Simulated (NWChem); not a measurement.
Molecule: C₆H₄Cl, doublet; SMILES Clc1[c]cccc1

Program: NWChem. Spin-unrestricted. In the optimisation the excess spin sits in a' (Cs, its own frame). Structure relaxed at the B3LYP/6-31G* (spherical d), spin-unrestricted level. No stability test was run on the SCF state. Level: B3LYP/def2-SVP with COSMO at NWChem's default radii, gas-phase geometry; rows give the dielectric constant. Reactions with the solvent are ignored.

For dielectric constant 1.5:

- electrostatic solvation energy (kcal/mol) = -0.8
- dipole in solution (D) = 2.25

How do the values read with dielectric constant 78.4 instead?


| Property | Result |
|---|---|
| electrostatic solvation energy (kcal/mol) | -2.7 |
| dipole in solution (D) | 2.82 |
